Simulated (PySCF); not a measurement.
Task: Give a PBE0-D3(BJ)/def2-SVP geometry of SnMeF3 (`[CH3][Sn]([F])([F])[F]`).

Result: 
```
atom  x, y, z in Å
Sn1    0.0239    0.0028   -0.8905
C2    -0.0376   -0.0038    1.2219
H3    -1.0852    0.0600    1.5431
H4     0.5288    0.8623    1.5877
H5     0.4169   -0.9367    1.5792
F6     1.8016   -0.0005   -1.6184
F7    -0.8196    1.5231   -1.7069
F8    -0.8288   -1.5073   -1.7161
```

Any rigid rotation of these coordinates is as good. Atoms count from 1 in this order. All 3 F–Sn bonds measure 1.921 Å. Sn1 (tin bonded to C and 3 F) is distorted tetrahedral (angles from 104.2° to 114.5°).

Bonds between heavy atoms (Å): Sn1–C2 2.113, Sn1–F6 1.921, Sn1–F7 1.921, Sn1–F8 1.921.

Method used: PBE0-D3(BJ)/def2-SVP geometry optimisation, gas phase, def2 core potentials past Kr (PySCF 2.14.0).

Point group: near C3v, missed by 0.10 Å at most; the miss may be what the optimiser left on a soft mode (C3 holds within 0.08 Å). Stationary, but not proved a minimum.
